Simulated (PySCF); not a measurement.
AsH₂⁺: one-bond stretch

Level of theory: PBE0 in PySCF with As def2-TZVP, H def2-TZVP; no relativity; density-fitted integrals.

Rigid scan from the singlet minimum (As–H 1.530 Å (×2); H–As–H 91.0°). Coordinate: the bond from As to the last atom (H) scaled, the rest fixed. Energies in kJ/mol from the minimum.

```
scale of one bond  E (kJ/mol)  dipole size (D, about the centre of mass)
             0.92        15.8                                       1.13
             0.96         3.6                                       1.11
             1.00         0.0                                       1.10
             1.05         4.6                                       1.09
             1.12        22.7                                       1.09
             1.20        53.5                                       1.12
             1.35       123.8                                       1.21
             1.55       218.0                                          –
             1.80       315.3                                          –
             2.20       416.6                                          –
```

At long bonds a restricted determinant can lie too high, and another spin state can fall below this curve.

Other isomers or separated fragments may lie lower.
